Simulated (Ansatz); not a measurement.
**BSiH4O2F (SMILES OB(F)O[SiH3]): name the method**

BSiH4O2F: 9 atoms, total charge 0, spin state singlet. SMILES: `OB(F)O[SiH3]`. The coordinates come from a PBE0-D4/def2-TZVP relaxation. This is one conformer, not always the lowest.

```xyz
9

O    -1.6141    0.5567    0.3940
B    -0.3954    1.1571    0.3527
F    -0.2773    2.4508    0.6579
O     0.7089    0.4669    0.0062
Si    0.9342   -1.1149   -0.4250
H    -2.3225    1.1499    0.6541
H     2.3819   -1.2739   -0.6909
H     0.1545   -1.4276   -1.6478
H     0.5182   -2.0110    0.6818
```

A calculation with Ansatz 0.2.0 gave:

```json
{
 "total energy": "-566.7456 Eh",
 "HOMO energy": "-7.42 eV",
 "LUMO energy": "-0.30 eV",
 "HOMO–LUMO gap": "7.12 eV"
}
```

Task: Which of these levels gave the numbers?
A. BHLYP/6-31G* (spherical functions)
B. PBE/6-31G* (spherical functions)
C. r2SCAN0/6-31G* (spherical functions)
D. PBE-QIDH/6-31G* (spherical functions)

Result: B. The others give -567.0119 Eh (r2SCAN0/6-31G* (spherical functions)), -567.0949 Eh (BHLYP/6-31G* (spherical functions)), -566.5854 Eh (PBE-QIDH/6-31G* (spherical functions)).
